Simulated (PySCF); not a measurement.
Si8Me8 cubane, C8H24Si8.
Bonds: Si1–C2, Si1–Si3, Si1–Si7, Si1–Si11, Si3–C4, Si3–Si5, Si3–Si13, Si5–C6, Si5–Si7, Si5–Si15, Si7–C8, Si7–Si9, Si9–C10, Si9–Si11, Si9–Si15, Si11–C12, Si11–Si13, Si13–C14, Si13–Si15, Si15–C16. Hydrogens: H17, H18, H19 on C2; H20, H21, H22 on C4; H23, H24, H25 on C6; H26, H27, H28 on C8; H29, H30, H31 on C10; H32, H33, H34 on C12; H35, H36, H37 on C14; H38, H39, H40 on C16.

Computed by this run: PBE0-D3(BJ)/def2-SVP geometry optimisation, gas phase in PySCF 2.14.0; density fitting, grid level 1; the optimiser is geomeTRIC in internal coordinates, started from a GFN2-xTB structure with every atom displaced at random (about 0.03 Å).

Step 0: E = -71649.3206 eV
```
atom  x, y, z in Å  |  force x, y, z in eV/Å
Si1     1.4626    1.4535    0.1416   -0.870   0.908  -0.161
C2      2.6725    2.9295    0.2391   -1.132   0.661   0.074
Si3    -1.0022    1.7466    0.5694    1.150  -0.383  -0.124
C4     -1.7085    3.3775    1.1358   -5.191  -2.639  -0.913
Si5    -1.4651    0.4900   -1.4236   -0.040   0.021   0.099
C6     -2.8121    0.9945   -2.6808    2.172  -2.025  -0.365
Si7     0.9164    0.2794   -1.8572   -0.137   0.057  -0.381
C8      1.7541    0.5605   -3.5847   -2.404  -0.367   0.960
Si9     0.9374   -1.7394   -0.5367    0.104  -0.939  -0.681
C10     1.8003   -3.3791   -1.1204   -0.491   1.465  -1.423
Si11    1.4326   -0.5201    1.4195    0.334  -0.091   0.801
C12     2.8203   -0.9757    2.6959   -0.897  -1.428  -3.500
Si13   -0.9702   -0.2562    1.8302    0.352  -0.407   0.858
C14    -1.7575   -0.5392    3.5906    1.979   1.783  -1.256
Si15   -1.4140   -1.5633   -0.1273    0.408   0.905   0.059
C16    -2.6946   -2.8980   -0.2213    0.959  -2.763  -1.135
H17     2.4436    3.7945   -0.4295   -0.185  -0.558   0.229
H18     3.6553    2.6119   -0.0036    1.414  -0.569  -0.435
H19     2.7356    3.3230    1.2597   -0.168   0.038   0.243
H20    -2.9490    3.2388    1.3041    3.047   0.136  -0.597
H21    -1.4491    3.7385    2.0551    1.452   1.131   2.842
H22    -1.6624    4.0948    0.3784    0.370   1.655  -1.464
H23    -3.7683    1.0178   -2.2890   -2.420   0.083   1.281
H24    -2.8322    0.2872   -3.5204    0.099  -0.130  -0.083
H25    -2.5750    1.9340   -3.0747    0.473   1.972  -0.769
H26     1.2782   -0.1061   -4.3067    0.038  -0.271  -0.212
H27     2.7704    0.3371   -3.4686    2.032  -0.257  -0.065
H28     1.5609    1.5738   -3.9058    0.151   0.685  -0.133
H29     1.6890   -4.1808   -0.4402   -0.038  -1.082   1.252
H30     2.8517   -3.1800   -1.3297    0.428   0.018   0.197
H31     1.3871   -3.7396   -2.0867   -0.124   0.296   0.238
H32     2.8555   -0.2961    3.4368    0.062   2.942   3.025
H33     2.6107   -1.9192    3.1324   -0.294  -1.402   0.534
H34     3.7951   -1.0182    2.2291    0.510  -0.044  -0.444
H35    -2.7887   -0.3681    3.4941   -1.921   0.212   0.113
H36    -1.3067    0.1409    4.3235   -0.116   0.480  -0.105
H37    -1.5313   -1.4783    3.9840    0.199  -2.300   0.473
H38    -2.3960   -3.8224    0.4111   -0.629   1.452  -0.637
H39    -3.7024   -2.5730   -0.0395   -0.786   0.272   0.544
H40    -2.7162   -3.3079   -1.2911    0.108   0.483   1.061
```

Step 1: E = -71650.8486 eV
```
atom  x, y, z in Å  |  force x, y, z in eV/Å
Si1     1.4187    1.4774    0.1454   -0.525   0.238  -0.121
C2      2.6090    2.9429    0.2514    0.293  -0.009   0.156
Si3    -0.9680    1.7329    0.5623    0.645  -0.089   0.017
C4     -1.7043    3.3728    1.1158   -0.966   0.051  -0.014
Si5    -1.4457    0.4810   -1.4181   -0.061   0.032   0.135
C6     -2.7775    0.9715   -2.6726    0.152  -0.135  -0.154
Si7     0.9022    0.2731   -1.8509    0.021   0.004  -0.035
C8      1.7297    0.5359   -3.5469   -0.342  -0.179   0.334
Si9     0.9373   -1.7478   -0.5540    0.014  -0.235  -0.227
C10     1.7919   -3.3420   -1.1271   -0.012   0.079  -0.187
Si11    1.4265   -0.5231    1.4248    0.088   0.053   0.108
C12     2.7780   -0.9783    2.6773   -0.211  -0.088  -0.111
Si13   -0.9310   -0.2753    1.8373    0.156  -0.185   0.176
C14    -1.7064   -0.5562    3.5513    0.277   0.139  -0.172
Si15   -1.3982   -1.5569   -0.1343   -0.037   0.381   0.088
C16    -2.6983   -2.9132   -0.2407   -0.047  -0.345  -0.490
H17     2.3235    3.7642   -0.4220   -0.091  -0.047  -0.051
H18     3.6325    2.6255   -0.0116   -0.058   0.023  -0.002
H19     2.6400    3.3411    1.2791   -0.033  -0.022  -0.032
H20    -2.7927    3.2327    1.2551    0.034  -0.071  -0.044
H21    -1.3487    3.7401    2.0883    0.361   0.023  -0.100
H22    -1.6197    4.1429    0.3346    0.275   0.079   0.091
H23    -3.7780    0.9918   -2.2157    0.020   0.053   0.033
H24    -2.7930    0.2502   -3.5060   -0.026   0.031   0.022
H25    -2.5398    1.9634   -3.0875   -0.091   0.012   0.021
H26     1.2727   -0.1456   -4.2800    0.104  -0.018  -0.051
H27     2.8051    0.3282   -3.4605    0.047   0.084  -0.141
H28     1.5502    1.5690   -3.8763    0.150   0.037  -0.034
H29     1.6798   -4.1564   -0.3956    0.066   0.042   0.030
H30     2.8603   -3.1456   -1.3100    0.012  -0.080   0.107
H31     1.3553   -3.6762   -2.0832   -0.027   0.017   0.061
H32     2.8069   -0.2313    3.4828    0.051  -0.001   0.051
H33     2.5670   -1.9679    3.1121    0.060   0.033   0.038
H34     3.7575   -1.0111    2.1767    0.007   0.008   0.037
H35    -2.7906   -0.3888    3.4862   -0.045  -0.083   0.164
H36    -1.2627    0.1535    4.2686   -0.125   0.037  -0.028
H37    -1.4838   -1.5700    3.9176   -0.158  -0.033  -0.070
H38    -2.4343   -3.7703    0.3922   -0.042   0.015   0.235
H39    -3.7133   -2.5635   -0.0009    0.061   0.055   0.147
H40    -2.7307   -3.3076   -1.2720    0.003   0.094   0.014
```

**Question.** Estimate the geometry and energy of step 2. (The exact step hangs on the optimiser's Hessian estimate; all steps are aligned on step 1, rigid shifts and turns removed.)

**Answer.** E = -71650.9310 eV, largest force 0.243 eV/Å
```
atom  x, y, z in Å  |  force x, y, z in eV/Å
Si1     1.3980    1.4924    0.1451   -0.193   0.092  -0.087
C2      2.5909    2.9568    0.2571    0.198  -0.052   0.077
Si3    -0.9546    1.7329    0.5633    0.233   0.001   0.068
C4     -1.7177    3.3732    1.1105   -0.202   0.090  -0.042
Si5    -1.4425    0.4848   -1.4144   -0.066   0.042   0.056
C6     -2.7723    0.9668   -2.6736    0.023  -0.001  -0.066
Si7     0.8988    0.2719   -1.8488    0.038  -0.014   0.027
C8      1.7253    0.5224   -3.5370   -0.074  -0.056   0.093
Si9     0.9399   -1.7519   -0.5654    0.016  -0.084  -0.093
C10     1.7977   -3.3404   -1.1364    0.032  -0.003  -0.028
Si11    1.4278   -0.5222    1.4230    0.079   0.035  -0.032
C12     2.7706   -0.9851    2.6754   -0.079   0.002   0.074
Si13   -0.9170   -0.2810    1.8422    0.040  -0.102   0.047
C14    -1.6989   -0.5635    3.5450    0.019   0.025  -0.042
Si15   -1.3955   -1.5457   -0.1369   -0.075   0.162   0.060
C16    -2.6998   -2.9094   -0.2505    0.011  -0.122  -0.137
H17     2.2837    3.7648   -0.4230   -0.030  -0.002  -0.027
H18     3.6157    2.6477   -0.0101   -0.072   0.030   0.007
H19     2.6131    3.3570    1.2832   -0.015   0.000  -0.020
H20    -2.7994    3.2465    1.2548   -0.110  -0.012   0.034
H21    -1.2943    3.7291    2.0643    0.069  -0.037  -0.110
H22    -1.5831    4.1478    0.3372    0.092  -0.030   0.079
H23    -3.7689    0.9909   -2.2027    0.069   0.017  -0.023
H24    -2.7965    0.2443   -3.5045   -0.018   0.008   0.014
H25    -2.5511    1.9629   -3.0920   -0.051  -0.051   0.037
H26     1.2857   -0.1624   -4.2782    0.036   0.001  -0.015
H27     2.8067    0.3269   -3.4678   -0.025   0.037  -0.040
H28     1.5635    1.5557   -3.8791    0.056  -0.001  -0.022
H29     1.6871   -4.1465   -0.3938    0.015   0.039  -0.018
H30     2.8703   -3.1559   -1.3049   -0.007  -0.028   0.035
H31     1.3580   -3.6787   -2.0874   -0.006  -0.019   0.009
H32     2.8052   -0.2418    3.4902    0.025  -0.080  -0.064
H33     2.5686   -1.9767    3.1120    0.025   0.049  -0.005
H34     3.7529   -1.0137    2.1793    0.000   0.005   0.028
H35    -2.7882   -0.4062    3.5007    0.030  -0.039   0.044
H36    -1.2696    0.1447    4.2705   -0.036  -0.005   0.014
H37    -1.4930   -1.5872    3.8981   -0.057   0.048  -0.028
H38    -2.4434   -3.7519    0.4083   -0.014   0.010   0.078
H39    -3.7002   -2.5372    0.0186    0.039   0.026   0.037
H40    -2.7463   -3.2989   -1.2795   -0.015   0.017  -0.018
```

The energy changes by -0.0825 eV. The first-order estimate −F·Δx gives -0.1246 eV and the mean of the old and new forces, exact on a quadratic surface, -0.0821 eV. The step makes an angle of 61° with the force vector and moves no atom by more than 0.060 Å.

The cost below is that of the whole optimisation. On 2 threads of an Intel Xeon 6975P-C, no GPU, shared host with 192 logical CPUs at a one-minute load of 77, this took 11 min wall, 23 min CPU and 4.3 GiB of memory at its peak.
